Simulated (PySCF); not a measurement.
SMILES C(COC)O[CH2], doublet, GFN2-xTB optimised geometry. Atoms within 1.6 Å of the plane z = 0.0 Å (x, y, z in Å): O2 (-1.08, 0.57, 1.49), C3 (-0.74, 0.67, 0.13), C4 (0.78, 0.78, 0.00), O5 (1.33, -0.51, 0.00), C6 (2.73, -0.51, 0.00), H7 (-3.13, 0.46, 0.99), H9 (-1.22, 1.56, -0.31), H10 (-1.08, -0.22, -0.42), H11 (1.16, 1.37, 0.85), H12 (1.03, 1.30, -0.94), H13 (3.13, -0.01, -0.89), H14 (3.04, -1.56, -0.01), H15 (3.13, -0.02, 0.89).

Method: PySCF with unrestricted B3LYP/def2-TZVP. Cells within 0.4 Å of a nucleus heavier than hydrogen are left out (blank, or x).

Map of the log10 of the electron density (e/bohr³), floored at −4 on the plane z = 0.0 Å:

```
|0000000000000000000000000000000|
|0000000000000000000000000000000|
|0000000000000000000000000000000|
|0000000000000000000000000000000|
|0000000000000000000000000000000|
|0000000000000000000000000000000|
|0000000000001000000000000000000|
|0000000001222211111110000000000|
|0000000012344432333321000000000|
|0000000123566554455442100000000|
|0000011234678765666653211000000|
|0000122335689877788764322210000|
|00002334456899989x9865444321000|
|000123444568xxx99xx865565432000|
|0001234445689x98899877777643100|
|0001234444679987789988898653100|
|000012333457877679xx99xx8753100|
|000001223346665579xx99xx8753100|
|0000001122344444689988998753100|
|0000000111223333567767898753100|
|0000000000111112345555787642100|
|0000000000000001223334566532000|
|0000000000000000001123444321000|
|0000000000000000000001222110000|
|0000000000000000000000000000000|
|0000000000000000000000000000000|
|0000000000000000000000000000000|
|0000000000000000000000000000000|
|0000000000000000000000000000000|
|0000000000000000000000000000000|
|0000000000000000000000000000000|
```
Scale: ten equal steps from -4.00 (start of '0') to -0.352 (end of '9'), in the order '0123456789'; x runs from -5.50 to 5.50, y from -5.50 (bottom) to 5.50 (top).
